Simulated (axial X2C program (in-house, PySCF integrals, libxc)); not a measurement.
# WF: nuclear properties from DFT to coupled cluster

Computed with an in-house all-electron X2C program for linear molecules (integrals from PySCF): two-component X2C with atomic mean-field Coulomb and Gaunt terms, Gaussian nuclei, basis W dyall-acv3z, F dyall-av3z with contracted cores.

R = 1.888 Å (near the PBE0 minimum at charge 0 of the determinant lowest at the starting distance; the state shown can have its own minimum elsewhere); state Ω = 5/2 (⟨Sz⟩ = 2.47, ⟨Lz⟩ = 0.03 at PBE0).

| level | Eeff magnitude (GV/cm) | Ws magnitude W (kHz) | A∥/gI W (MHz) | A∥/gI F (MHz) | μ (D) |
| --- | --- | --- | --- | --- | --- |
| PBE0 | 22.1 | 9.68 | 2360 | 0.244 | -2.54 |
| HF | 31.5 | 13.7 | 1910 | 0.792 | -2.86 |
| B3LYP | 26.8 | 11.6 | 2430 | 1.84 | -2.50 |

Eeff is the effective electric field on the electron electric dipole moment in this Ω state and Ws the scalar–pseudoscalar constant of the nucleus named (defined with the proton number Z and per Ω); A∥ (defined per Ω) follows by multiplying with gI = μI/(I μN); μ is positive if the F end (last atom) is positive. The operators were transformed with the bare-nucleus X2C matrices; with these basis sets, hyperfine constants and field gradients can be off by tens of per cent, and where levels differ in sign neither size nor sign is settled.

Finite-field MP2, CCSD and CCSD(T), with 21 electrons correlated in 130 natural virtual spinors (MP2 remainder added):

```json
{"level": "MP2", "Eeff magnitude (GV/cm)": "24.7", "Ws magnitude W (kHz)": "10.8", "A∥/gI W (MHz)": "2170", "A∥/gI F (MHz)": "1.02", "μ (D)": "-2.70"}
{"level": "CCSD", "Eeff magnitude (GV/cm)": "27.7", "Ws magnitude W (kHz)": "12", "A∥/gI W (MHz)": "2140", "A∥/gI F (MHz)": "1.6", "μ (D)": "-2.70"}
{"level": "CCSD(T)", "Eeff magnitude (GV/cm)": "27.2", "Ws magnitude W (kHz)": "11.8", "A∥/gI W (MHz)": "2130", "A∥/gI F (MHz)": "1.91", "μ (D)": "-2.58"}
```

T1 = 0.017 (Lee–Taylor). One unrestricted determinant, the lowest of a limited PBE0 search, is the reference; the functionals treat spin collinearly. With several open shells it need not be a pure state. Correlation of the inner shells is missing, which matters for properties at the nucleus. Number of frozen shells: W 4 s, 3 p, 2 d, 1 f; F 1 s.

**Question.** By how much does correlation change each value, CCSD(T) against HF?

**Answer.** Eeff magnitude -14 %; Ws magnitude W -14 %; A∥/gI W 12 %; A∥/gI F 141 %; μ -10 %.
